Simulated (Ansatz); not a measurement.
System: C2H7Ge, charge 0, multiplicity 2. It need not be the lowest isomer of its formula. 
Geometry from a B3LYP-D3(BJ)/def2-TZVP (Ansatz, a quantum-chemistry and plane-wave program) optimisation:
SMILES: [CH2][GeH2][CH3]
```xyz
10

C     -1.6453    -0.6967     0.0449
Ge    -0.0281     0.3527    -0.0701
C      1.5683    -0.7654     0.2346
H     -2.1019    -1.1519    -0.8256
H     -2.1379    -0.8947     0.9894
H      0.0609     0.9941    -1.4705
H     -0.0696     1.4692     0.9948
H      1.5209    -1.2224     1.2225
H      2.4693    -0.1553     0.1701
H      1.6208    -1.5541    -0.5152
```
Charge 0, spin multiplicity 2.

Total electronic energies in hartree. Valence correlation only, unless marked. UHF or UKS for open shells. No spin-orbit coupling. Frozen are the shells of the preceding noble gas and the d and f shells that filled before the atom's block. No relativistic terms. CBS(X,Y): correlation extrapolated as X^-3; Hartree-Fock from the larger set. The bracket is a focal-point correction in the basis named.

```json
[
 {"level": "HF/aug-cc-pVTZ", "program": "Ansatz", "energy (Eh)": "-2155.20291"},
 {"level": "HF/cc-pVQZ", "program": "Ansatz", "energy (Eh)": "-2155.21088"},
 {"level": "r2SCANh/def2-TZVPD", "program": "Ansatz", "energy (Eh)": "-2157.32369"},
 {"level": "B2PLYP/def2-TZVPD", "program": "Ansatz", "energy (Eh)": "-2156.89007"},
 {"level": "MP2/6-31G", "program": "Ansatz", "energy (Eh)": "-2154.97478"},
 {"level": "MP2/cc-pVQZ", "program": "Ansatz", "energy (Eh)": "-2155.68845"},
 {"level": "RI-MP2/CBS(aug-cc-pVTZ,aug-cc-pVQZ)", "program": "Ansatz", "energy (Eh)": "-2155.7104"},
 {"level": "SCS-MP2/STO-3G", "program": "Ansatz", "energy (Eh)": "-2130.75599"},
 {"level": "SCS-MP2/cc-pVTZ", "program": "Ansatz", "energy (Eh)": "-2155.66419"},
 {"level": "CCSD/CBS(cc-pVTZ,cc-pVQZ)", "program": "Ansatz", "energy (Eh)": "-2155.7485"},
 {"level": "CCSD(T)/STO-3G", "program": "Ansatz", "energy (Eh)": "-2130.79046"},
 {"level": "CCSD(T)/6-31G*", "program": "Ansatz", "energy (Eh)": "-2155.21167"},
 {"level": "RI-MP2/CBS(aug-cc-pVTZ,aug-cc-pVQZ)+[CCSD(T)-MP2]/aug-cc-pVDZ", "program": "Ansatz", "energy (Eh)": "-2155.7780"},
 {"level": "RI-MP2/CBS(aug-cc-pVTZ,aug-cc-pVQZ)+[CCSD(T)-MP2]/aug-cc-pVTZ", "program": "Ansatz", "energy (Eh)": "-2155.7766"},
 {"level": "CCSD(T)/CBS(aug-cc-pVTZ,aug-cc-pVQZ)", "program": "Ansatz", "energy (Eh)": "-2155.7684"}
]
```

Totals of different functionals don't rank their quality; only differences between species are comparable.
